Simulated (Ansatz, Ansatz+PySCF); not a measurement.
```csv
atom,x (Å),y (Å),z (Å)
B,0.0000,0.0000,-1.4163
B,0.0000,0.0000,1.4163
```

Basis set: 6-31G (spherical functions). Left uncorrelated: 2 orbitals. Charge 0, multiplicity 3.

Computed with Ansatz (development build ahead of 0.2.0); each method stands on the lowest determinant of its kind that the runs found.

(1) Give the atomization energy at this shape (free ground-state atoms in the same class of orbitals less the molecule, no zero-point energy) of triplet B2 by PBE0 (unrestricted), full CI (lowest root of this spin), UHF-CCSD(T), UHF-MP2, UHF, ROHF.

Answers

(1)

| method | atomization energy |
| --- | --- |
| PBE0 (unrestricted) | 0.84 eV |
| full CI (lowest root of this spin) | 0.60 eV |
| UHF-CCSD(T) | 0.46 eV |
| UHF-MP2 | 0.24 eV |
| UHF | 0.16 eV |
| ROHF | 0.10 eV |

Caution: the shape is not the minimum. Caution for UHF-CCSD(T), UHF-MP2: large amplitudes, a single reference is doubtful. Caution for UHF-CCSD(T), UHF-MP2, UHF, ROHF: the determinant may break the point group. Caution for UHF-CCSD(T): the program doubts this total.

This basis has no polarisation functions and is too small for such energies, which can lie far from measured ones in either direction.
